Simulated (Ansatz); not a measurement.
**Energy profile**

The step: ZnH₂O ([OH][ZnH]) + CH₄ → CH₄OZn ([CH3][Zn][OH]) + H₂; bonds formed: Zn1–C5, H2–H4; bonds broken: Zn1–H2, H4–C5 (atoms numbered as in the saddle structure below).

Zn1  (-0.712, -0.099, -0.441)
H2  (0.211, -1.459, -1.075)
O3  (-2.299, 0.697, -0.601)
H4  (0.710, -0.829, -0.311)
C5  (1.044, 0.245, 0.729)
H6  (-2.876, 0.274, -1.239)
H7  (0.645, 0.218, 1.746)
H8  (1.294, 1.273, 0.455)
H9  (1.982, -0.320, 0.737)
(Å)

Electronic energies by CCSD(T) at an estimated basis limit (MP2 extrapolated from triple and quadruple zeta, plus CCSD(T) − MP2 in triple zeta), on PBE0-D4/def2-TZVP structures; CH6OZn, singlet; no counterpoise correction. Computed with Ansatz 0.2.0 (basis: def2-TZVPP and def2-QZVPP); correlated methods freeze the cores. The 3s and 3p shells of Cu and Zn are frozen; filled d shells are correlated. Extrapolation: Hartree–Fock as exp(−7.88 √X), correlation as X^−2.97.

Problem. Give the profile in kcal/mol, counted from the separated reactants. (To be estimated.)

Solution. By the calculation:
| point | kcal/mol |
| --- | --- |
| separated: ZnH2O (linked as [OH][ZnH]; Zn1, H2, O3, H6; singlet) + CH4 (H4, C5, H7, H8, H9; singlet) | 0.00 |
| start structure | -2.00 |
| saddle | 55.45 |
| end structure | 8.14 |
| separated: CH4OZn (linked as [CH3][Zn][OH]; Zn1, O3, C5, H6, H7, H8, H9; singlet) + H2 (H2, H4; singlet) | 8.64 |

The T1 diagnostic stays at or below 0.018. The end structure is not quite a true minimum (one mode of 70i cm⁻¹).

For scale, one of the runs: CCSD(T)/def2-TZVPP, 210 basis functions (an equivalent command: `ansatz run in.yaml --threads 4`). The run took 86 s on 4 CPU threads (shared host), with 2.9 GiB of host memory at its peak.
